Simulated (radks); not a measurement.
Task: Coulomb parameter of the 3d shell of the iron ion Fe+ in the model configuration [Ar] 3d6 4s1, as a second difference U = [E(n + 0.5) + E(n - 0.5) - 2 E(n)] / (0.5)^2 with all orbitals relaxed. "Bare": the charge of the atom changes with n. "Screened": the 4s shell takes up the change at fixed total charge, which measures U(3d,3d) + U(4s,4s) - 2 U(3d,4s). All-electron calculation, scalar-relativistic Kohn-Sham, r2SCAN, spin-unpolarised, spherical densities, finite nucleus; meta-GGA in the generalised Kohn-Sham scheme; Fermi nuclear charge, rms radius 3.7377 fm. Program: a radial shooting solver on a logarithmic mesh with Libxc functionals. Estimate both.

Result: U(bare) = 14.243 eV, U(screened by 4s) = 3.002 eV, against the Slater integral F0(3d,3d) = 23.002 eV with frozen orbitals.
